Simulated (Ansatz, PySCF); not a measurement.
Spin states of FOV (SMILES [O]=[V][F]), each relaxed with B3LYP-D3(BJ)/def2-TZVP.
State 1 (charge 0, multiplicity 3):
```xyz
3

V      0.1918    -0.1332     0.2235
O      1.2694    -0.2399    -0.9480
F     -1.4944     0.4205     0.6542
```
State 2 (charge 0, multiplicity 1):
```xyz
3

V      0.2009    -0.1420     0.2422
O      1.2479    -0.2313    -0.9481
F     -1.4819     0.4207     0.6356
```

Singlets are restricted, other states unrestricted; no spin–orbit coupling, no relativity up to Kr; see below for the cores. The largest T1 diagnostic is 0.076.

Codes used: Ansatz (Gaussian orbitals); PySCF for the dispersion terms. 

Q: One of these levels gives 80.6 kJ/mol for the energy of the multiplicity-1 state less that of the multiplicity-3 state. Which one is it?
A) B3LYP-D4/def2-TZVPP
B) B97M-V/def2-TZVPP
C) SVWN5/def2-TZVPP

A: B, B97M-V/def2-TZVPP. The others give 104.6 (SVWN5/def2-TZVPP), 94.5 (B3LYP-D4/def2-TZVPP)

Ansatz is a first-principles code.
